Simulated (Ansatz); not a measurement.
`CN(C)c1ccc(-c2ccc(-c3ccc(-c4ccc(-c5ccc(-c6ccc(C#N)[te]6)[te]5)[te]4)[te]3)[te]2)[te]1` was relaxed with r2SCAN-D4 (def2-SVP) in Ansatz in these states: charge +1 doublet, charge -1 doublet. The geometries follow in no particular order.

In the def2 sets Te takes a core potential; there is no spin–orbit coupling. Single mean-field runs in def2-SVP are fitted with def2-universal-jkfit.

A:

Cartesian coordinates in Å:
```
C -3.1550 6.1028 -9.9343
N -3.6051 6.3912 -8.5933
C -4.4877 7.4961 -8.3180
C -3.1458 5.5995 -7.5736
C -2.2848 4.5197 -7.6710
C -1.9344 3.8259 -6.4784
C -2.4386 4.2192 -5.2508
C -2.2205 3.6764 -3.9589
C -2.7354 4.0855 -2.7322
C -2.3938 3.4020 -1.5495
C -1.5273 2.3056 -1.6089
C -1.0684 1.4951 -0.5415
C -1.3891 1.6157 0.8178
C -0.8412 0.7239 1.7482
C 0.0228 -0.2975 1.3272
C 0.6685 -1.2834 2.0868
C 1.5292 -2.3030 1.6541
C 2.0784 -3.1993 2.5746
C 1.7723 -3.0881 3.9392
C 2.2145 -3.8811 5.0061
C 1.9094 -3.7718 6.3726
C 2.4613 -4.6728 7.2879
C 3.3215 -5.6885 6.8520
C 3.9725 -6.6794 7.6064
C 4.8326 -7.6970 7.1669
C 5.3821 -8.5984 8.0920
C 5.0657 -8.4685 9.4427
C 5.5116 -9.2652 10.5006
N 5.8735 -9.9219 11.4049
Te 3.7513 -6.8401 9.7149
Te 3.5383 -5.5274 4.7417
Te 0.4484 -1.4394 4.1987
Te 0.2469 -0.1443 -0.7827
Te -0.9701 1.9969 -3.6278
Te -3.7039 5.9033 -5.5577
H -3.6080 6.8145 -10.6367
H -3.4380 5.0784 -10.2440
H -2.0536 6.1798 -10.0198
H -4.7528 8.0016 -9.2562
H -5.4273 7.1585 -7.8367
H -4.0174 8.2441 -7.6485
H -1.8787 4.2008 -8.6349
H -1.2538 2.9667 -6.5262
H -3.4154 4.9473 -2.6912
H -2.8023 3.7267 -0.5870
H -2.0650 2.4104 1.1512
H -1.0868 0.8140 2.8138
H 1.7672 -2.3911 0.5865
H 2.7508 -3.9974 2.2358
H 1.2364 -2.9757 6.7141
H 2.2234 -4.5869 8.3563
H 5.0683 -7.7827 6.0996
H 6.0532 -9.4006 7.7676
```

B:

```xyz
53

C    -6.905   -8.965   -4.028
N    -5.499   -9.063   -3.652
C    -4.801  -10.334   -3.737
C    -4.856   -7.969   -3.215
C    -5.407   -6.680   -3.076
C    -4.573   -5.666   -2.604
C    -3.235   -5.933   -2.282
C    -2.269   -5.039   -1.800
C    -0.925   -5.305   -1.476
C    -0.110   -4.278   -1.008
C    -0.645   -2.982   -0.861
C     0.040   -1.838   -0.403
C     1.393   -1.774   -0.008
C     1.920   -0.559    0.424
C     1.105    0.586    0.454
C     1.452    1.888    0.853
C     0.622    3.020    0.872
C     1.136    4.245    1.300
C     2.477    4.330    1.702
C     3.164    5.476    2.159
C     4.500    5.568    2.561
C     5.007    6.803    2.987
C     4.169    7.920    3.003
C     4.496    9.246    3.402
C     3.657   10.358    3.415
C     4.165   11.600    3.842
C     5.494   11.658    4.237
C     6.186   12.795    4.691
N     6.782   13.726    5.071
Te    6.421    9.793    4.071
Te    2.249    7.373    2.332
Te    3.383    2.429    1.526
Te   -0.832    0.066   -0.215
Te   -2.669   -2.992   -1.447
Te   -2.831   -7.989   -2.638
H    -7.258   -9.946   -4.365
H    -7.042   -8.242   -4.849
H    -7.520   -8.645   -3.171
H    -5.476  -11.105   -4.123
H    -3.935  -10.260   -4.419
H    -4.444  -10.653   -2.741
H    -6.450   -6.474   -3.326
H    -4.969   -4.650   -2.483
H    -0.521   -6.318   -1.594
H     0.936   -4.478   -0.756
H     2.023   -2.668   -0.036
H     2.969   -0.493    0.735
H    -0.424    2.942    0.554
H     0.497    5.135    1.318
H     5.147    4.683    2.544
H     6.052    6.889    3.306
H     2.613   10.270    3.093
H     3.542   12.499    3.864
```

Q: Judge from the bond lengths which geometry belongs to which state (an estimate).

A: A is the charge -1 doublet (C5–C6 1.424 Å, N2–C4 1.370 Å, C4–C5 1.385 Å); B is the charge +1 doublet (C5–C6 1.395 Å, N2–C4 1.342 Å, C4–C5 1.409 Å).
